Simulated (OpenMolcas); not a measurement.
## Ge I: from CASSCF to CASPT2

| Quantity | Value |
| --- | --- |
| Program | OpenMolcas 26.06 |
| Basis | ANO-RCC-VQZP [7s6p4d2f1g] |
| Scalar Hamiltonian | DKH2, point nucleus |
| Active space | 4 electrons in 4 orbitals (4s 4p) |
| State averaging | 2S+1 = 3 even, 3 roots; 2S+1 = 1 even, 6 roots; 2S+1 = 5 odd, 1 root; 2S+1 = 3 odd, 5 roots |
| Spin-orbit coupling | RASSI with atomic mean-field integrals over the reference wave functions, term energies averaged over their components |

Methods on the same reference wave functions:
A. CASSCF
B. SS-CASPT2, IPEA 0.25 Eh, imaginary shift 0.1 Eh (closed shells correlated: 3d)
C. XMS-CASPT2, IPEA 0.25 Eh, imaginary shift 0.1 Eh (closed shells correlated: 3d)

Energies in eV above 4s2 4p2 3P0, the measured ground level; measured values from NIST Handbook of Basic Atomic Spectroscopic Data.

```tsv
Level	A	B	C	Measured
4s2 4p2 3P0	0.0000	0.0000	0.0000	0.0000
4s2 4p2 3P1	0.0602	0.0604	0.0600	0.0691
4s2 4p2 3P2	0.1560	0.1546	0.1545	0.1748
4s2 4p2 1D2	1.1773	0.928	0.958	0.8834
4s2 4p2 1S0	2.1028	2.060	2.133	2.0293
4s 4p3 5S* 2	3.7880	4.886	4.958	5.1983
```

Deviations, from unrounded energies. A percentage is the sum of absolute deviations over the sum of measured energies, with the sign that they share, or ± where signs differ.

```json
{"Against measurement": "mean absolute deviation (cm-1)", "Levels": "5", "A": "2900", "B": "670", "C": "720"}
{"Against measurement": "fine structure of the ground term (%)", "Levels": "2", "A": "-11.4", "B": "-11.8", "C": "-12.0"}
{"Against measurement": "other terms of the ground configuration (%)", "Levels": "2", "A": "+12.6", "B": "+2.6", "C": "+6.1"}
{"Against measurement": "other configurations (%)", "Levels": "1", "A": "-27.1", "B": "-6.0", "C": "-4.6"}
```

B lies closest to measurement on these levels and A furthest from it. The largest miss of B in the table is 4s 4p3 5S* 2, by -2500 cm-1. The ranking rests on the paired levels alone, and a cruder setting can come out closer through cancelling errors.

Between B and C the level of the table that moves most is 4s2 4p2 1S0, by 590 cm-1 (lowest in B, highest in C). Moves below CASPT2's spread within the term are not significant.

The mean deviations of B to C differ by less than CASPT2's widest spread within a term (170 cm-1), so their order carries little weight.

From A to B the spin-free energies of the other terms of 4s2 4p2 shown, above 3P, scale by factors of 0.76 to 0.98.

The lowest spin-free term lies below A's lowest term by 0.491 hartree in B, 0.494 hartree in C.

CASPT2 does not keep the components of a term degenerate, so their means are used; among the terms shown or strongly mixed into the levels shown the widest spread is 170 cm-1 (4s2 4p2 1D, C). Over all roots computed the reference weight is 0.87 to 0.95 in B, 0.87 to 0.95 in C; the roots of lowest weight are the least certain, and an intruder state may touch them. Terms of s pⁿ other than that of highest spin mix with s² pⁿ⁻² d, which this space lacks; all of them can be thousands of cm-1 off, and some have no real level of that name. Without dynamic correlation excited terms often stand tens of per cent too high (terms of higher spin than the ground term too low), and those without a measured partner can miss by more than the paired ones (holds for A). Computed and measured levels are paired by configuration, term and J; levels that our copy of the source lacks, or whose pairing is in doubt (as where it misses far off the trend of its configuration), stay unpaired and out of the deviations. Levels of configurations outside the active space are missing. Levels that lie high or do not pair safely by name in every column are left out.

* marks odd parity.
